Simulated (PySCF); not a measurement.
Compound: C₆H₆F₂.
Geometry (GFN2-xTB, Å), atoms numbered from 1 in this order:
```
atom  x, y, z in Å
C1     1.049    2.884    0.155
C2     1.010    1.580   -0.112
C3     0.028    0.686    0.439
C4    -0.014   -0.630    0.170
C5    -0.999   -1.516    0.726
C6    -1.047   -2.818    0.467
F7    -0.213   -3.484   -0.325
F8    -1.949   -3.656    0.970
H9     0.332    3.347    0.813
H10    1.796    3.531   -0.271
H11    1.742    1.139   -0.776
H12   -0.707    1.122    1.103
H13    0.718   -1.072   -0.493
H14   -1.747   -1.114    1.391
```

The closed-shell ground state was solved at several levels (PySCF, density fitting, gas phase, non-relativistic).

```tsv
level	basis functions	HOMO (eV)	LUMO (eV)	gap (eV)	dipole (D)
PBE0/pcSseg-1	166	-6.29	-1.40	4.89	1.16
B3LYP/pcJ-1	276	-6.08	-1.57	4.51	1.21
```

Question: What might CAM-B3LYP/def2-SVPD (214 basis functions) give for the same quantities?

Answer: HOMO -7.51 eV, LUMO -0.43 eV, gap 7.08 eV, dipole 1.51 D.

Question: Over all these levels, which gives the widest orbital gap and which the narrowest?

Answer: CAM-B3LYP/def2-SVPD (range-separated hybrid) has the widest, 7.08 eV, and B3LYP/pcJ-1 (global hybrid, 20 % exact exchange) the narrowest, 4.51 eV. Functional and basis both differ between the two, so the spread mixes both effects.

Question: How far do the dipole and the HOMO energy spread over the levels?

Answer: The dipole runs from 1.16 to 1.51 D (mean 1.29 D) and the HOMO from -7.51 to -6.08 eV.

One conformer stands for the species.
